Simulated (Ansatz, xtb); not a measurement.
## Two structures of Cl2H4Si3

Structure X is `[SiH3][Si@@H](Cl)[Si]Cl`, a singlet and structure Y is a singlet given by its coordinates. Both are isolated molecules in the gas phase, relaxed with r2SCAN-D4/def2-SVP; the shapes shown needn't be the lowest conformers.

X (Å):

```tsv
atom	x (Å)	y (Å)	z (Å)
Cl	-1.9364	-1.5119	-1.6310
Cl	-0.7545	2.8104	0.9794
Si	-2.3304	0.5695	-1.5450
Si	1.3158	0.1214	-0.1844
Si	-0.8694	0.8081	0.3571
H	2.2519	0.5007	0.9159
H	-1.3870	-0.0103	1.5019
H	1.3534	-1.3555	-0.3998
H	1.7397	0.8107	-1.4414
```

Y (Å):

```yaml
atoms:
  - { symbol: Cl, position_ang: [1.5735, -2.5403, -3.7298] }
  - { symbol: Cl, position_ang: [2.6469, 1.4206, 0.5074] }
  - { symbol: Si, position_ang: [-0.0659, -2.1032, -2.5526] }
  - { symbol: Si, position_ang: [0.1555, -0.8728, -0.7604] }
  - { symbol: Si, position_ang: [1.6164, 0.8809, -1.2225] }
  - { symbol: H, position_ang: [-1.0884, -3.1641, -2.7787] }
  - { symbol: H, position_ang: [-1.2099, -0.4718, -0.2907] }
  - { symbol: H, position_ang: [0.9150, 2.1036, -1.7093] }
  - { symbol: H, position_ang: [2.6029, 0.4161, -2.2380] }
```

Close contacts (Å): Cl1–Si3 2.06, Cl2–Si5 2.08, Si3–Si4 2.19, Si4–Si5 2.33, Si3–H6 1.49, Si4–H7 1.50, Si5–H8 1.49, Si5–H9 1.49.

Problem. Which of the two would you expect CCSD(T)/def2-SVP + ΔMP2/def2-TZVPP electronic energies to favour?

Solution. Too close to call at this level: CCSD(T)/def2-SVP + ΔMP2/def2-TZVPP gives E(Y) − E(X) = +0.60 kcal/mol.

Level by level:

| level | geometry | E(Y) − E(X) (kcal/mol) | departure from the last row (kcal/mol) | job, with rough time for the two |
| --- | --- | --- | --- | --- |
| r2SCAN-D4/def2-SVP | r2SCAN-D4/def2-SVP | −1.79 | −2.39 | optimisation, 64 s |
| HF/def2-SVP | r2SCAN-D4/def2-SVP | +8.55 | +7.95 | part of the CCSD(T) run |
| MP2/def2-SVP | r2SCAN-D4/def2-SVP | −0.49 | −1.09 | part of the CCSD(T) run |
| CCSD(T)/def2-SVP | r2SCAN-D4/def2-SVP | +1.37 | +0.77 | single point |
| CCSD(T)/def2-SVP + ΔMP2/def2-TZVPP | r2SCAN-D4/def2-SVP | +0.60 |  | single point, 20 s |

The largest departure from CCSD(T)/def2-SVP + ΔMP2/def2-TZVPP is that of HF/def2-SVP, 7.95 kcal/mol. Levels run at GFN2-xTB geometries aren't shown. The last row adds to CCSD(T) the change of the MP2 difference between the two basis sets, here −0.77 kcal/mol.

With harmonic frequencies from r2SCAN-D4/def2-SVP (ideal gas, rigid rotor, one conformer each, 1000 K, 1 atm): on the last row, ΔE + ΔZPE = +0.98 kcal/mol. A mode under 50 cm⁻¹ makes harmonic enthalpies and free energies unreliable, so none is given.

The correlated steps freeze 25 core orbitals. Programs: Ansatz 0.2.0; the last row on 2 threads of Intel(R) Xeon(R) 6975P-C (Granite Rapids) on a shared host.
